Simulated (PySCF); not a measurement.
# Dipole moment and polarisability of `C#CCn1ncc(C#N)n1`

C₆H₄N₄.
Structure used (GFN2-xTB), in Å, numbered top down from 1:
```xyz
14
C6H4N4 angstrom
C      3.1695   -0.3523    0.7081
C      2.3164    0.3653    0.2752
C      1.2403    1.1917   -0.2439
N      0.0090    0.4476   -0.2717
N     -0.3393   -0.2901   -1.2979
C     -1.4853   -0.8411   -0.9468
C     -1.7976   -0.3865    0.3510
C     -2.9213   -0.6957    1.1343
N     -3.8524   -0.9721    1.7419
N     -0.8147    0.4306    0.7352
H      3.9352   -0.9619    1.0858
H      1.0963    2.0631    0.4015
H      1.4711    1.5040   -1.2666
H     -2.0276   -1.5029   -1.5882
```

Level: B3LYP/def2-SVPD (PySCF), static field, nuclei fixed, core orbitals frozen in the response. The polarisability tensor in these axes (au):

```
x   123.56  10.45 -10.05
y    10.45  72.25  -2.22
z   -10.05  -2.22  80.73
```

Question: What are the eigenvalues, a third of the trace, and Δα (Δα² = ½Σ(αi − αj)² over the three pairs)?

Answer: Principal values 70.20, 78.49 and 127.86 au; mean 92.18 au = 13.66 Å³ = 15.20 × 10⁻⁴⁰ C²·m²/J; Δα = 53.99 au (59 % of the mean).

Question: What is the dipole moment, and where does it point?

Answer: (3.72, 1.15, -2.31) D, 4.52 D in size, pointing from the negative to the positive side. Measured along this direction, the outermost atoms are N9 at the negative end and H11 at the positive end.

Question: Directions of the eigenvectors, and the extent of the frame along each?

Answer: Largest value along (0.96, 0.19, -0.21), where the nuclei span 7.61 Å; middle along (0.21, 0.01, 0.98), 3.90 Å; least along (-0.19, 0.98, 0.03), 3.48 Å. The response follows the extents in order.

Question: How large is μ²/3kT at 400 K beside α?

Answer: In Gaussian units μ²/3kT = 123.55 Å³ against 13.66 Å³, a ratio of 9.04; the Debye molar polarisation (4π/3)N_A(α + μ²/3kT) is 346.1 cm³/mol, leaving out the vibrational part.

Question: What molar refraction does this α imply?

Answer: Lorentz–Lorenz: R = (4π/3)N_A α = 2.5225 cm³/(mol·Å³) × 13.66 Å³ = 34.5 cm³/mol, in the limit of long wavelengths.

Question: Find the Langevin capture rate constant for H3O+ (19.018 u) meeting this molecule (132.044 u), k = 2.342 × 10⁻⁹ cm³/s × √(α in Å³ / reduced mass in u).

Answer: The reduced mass is 16.62 u, so k = 2.12 × 10⁻⁹ cm³/s. The formula leaves out the permanent dipole, which adds to the capture rate.

One conformer (not necessarily the lowest) at the GFN2-xTB geometry, without solvent, vibrations or thermal averaging.

These values come from a run that also computed excited states. Rough CPU time on one thread of a shared machine: about 2.4 min (with the writing of density and orbital grids).
